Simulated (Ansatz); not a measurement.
Ge(eta1-allyl)4 (C12H20Ge). The state is a triplet with charge 0. Geometry r2SCAN-D4/def2-SVP, that of the neutral singlet; atoms count from 1.

Cartesian coordinates in Å:
```
Ge 0.1528 -0.2346 0.1009
C -1.8170 -0.0606 0.1997
C -2.2991 1.3275 -0.0456
C -2.9762 1.7439 -1.1259
H -2.0946 -0.4025 1.2135
H -2.2525 -0.7691 -0.5252
H -2.0504 2.0688 0.7282
H -3.2569 1.0492 -1.9268
H -3.2715 2.7902 -1.2450
C 0.8162 0.0992 -1.7339
C 0.7233 1.5344 -2.1232
C 1.7442 2.4044 -2.1416
H 0.2246 -0.5485 -2.4034
H 1.8603 -0.2587 -1.7589
H -0.2821 1.8993 -2.3722
H 2.7659 2.0951 -1.8906
H 1.5933 3.4534 -2.4119
C 0.6511 -2.0789 0.6200
C -0.0881 -3.0865 -0.1902
C 0.4030 -3.7645 -1.2387
H 0.4333 -2.1764 1.6978
H 1.7424 -2.1714 0.4826
H -1.1399 -3.2489 0.0876
H 1.4447 -3.6441 -1.5592
H -0.2161 -4.4652 -1.8058
C 1.0059 1.0358 1.3545
C 0.4222 0.9190 2.7190
C 0.9666 0.2645 3.7562
H 0.8688 2.0446 0.9293
H 2.0871 0.8149 1.3529
H -0.5634 1.3874 2.8609
H 1.9460 -0.2218 3.6744
H 0.4558 0.2001 4.7209
```

At PBE0-D4/def2-SVP a singlet of charge 0 lies 4.05 eV below the triplet at the same geometry.

(1) Estimate the Mulliken populations of the heavy atoms from the PBE0/def2-SVP orbitals of Ansatz.

(2) Where does the spin sit?

(3) And the Mayer bond orders between bonded heavy atoms (over 0.3)?

Results:

(1) 
| atom | charge (e) | spin (α − β) |
| --- | --- | --- |
| Ge1 | 0.53 | 0.10 |
| C2 | -0.20 | 0.00 |
| C3 | -0.12 | 0.00 |
| C4 | -0.09 | 0.00 |
| C10 | -0.18 | 0.03 |
| C11 | -0.12 | -0.01 |
| C12 | -0.09 | 0.01 |
| C18 | -0.19 | 0.00 |
| C19 | -0.12 | -0.01 |
| C20 | -0.09 | 0.02 |
| C26 | -0.18 | -0.07 |
| C27 | -0.16 | 0.95 |
| C28 | -0.08 | 1.10 |
Mulliken values and Mayer orders depend strongly on the basis.

(2) Summed by element: Ge 0.10, C 2.02, H -0.12, of 2 unpaired in all. Largest on single atoms: C28 1.10, C27 0.95, Ge1 0.10.

(3) Ge1–C2 0.93 (1.98 Å); Ge1–C10 0.93 (1.98 Å); Ge1–C18 0.93 (1.98 Å); Ge1–C26 0.89 (1.98 Å); C2–C3 1.06 (1.49 Å); C3–C4 1.98 (1.34 Å); C10–C11 1.07 (1.49 Å); C11–C12 1.97 (1.34 Å); C18–C19 1.06 (1.49 Å); C19–C20 1.97 (1.34 Å); C26–C27 1.13 (1.49 Å); C27–C28 0.97 (1.34 Å).
